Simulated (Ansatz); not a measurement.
A structure relaxed at PBE-D4/def2-TZVP in Ansatz, charge 0, singlet:

Cartesian coordinates in Å:
```
In 0.2989 0.5513 0.9072
O -0.0244 -0.6647 -1.2280
H -0.7119 -0.1808 -1.7194
H -0.4249 -1.5221 -0.9982
H 2.0042 0.8537 0.8118
H -0.3009 -0.8180 1.8118
H -0.8410 1.7806 0.4149
```

(1) Give its formula, name or SMILES and point group.

(2) Summarise the bond lengths by kind (pairs closer than 1.2 times the sum of covalent radii, bridged metal pairs left out).

## Answers

(1) In(H2O)H3 (InOH₅). Point group Cs (tolerance 0.1 Å).

(2) 1 × In–O 2.48 Å; 3 × H–In 1.73 to 1.75 Å; 2 × H–O 0.97 Å.

In the def2 sets In takes a core potential; there is no spin–orbit coupling.
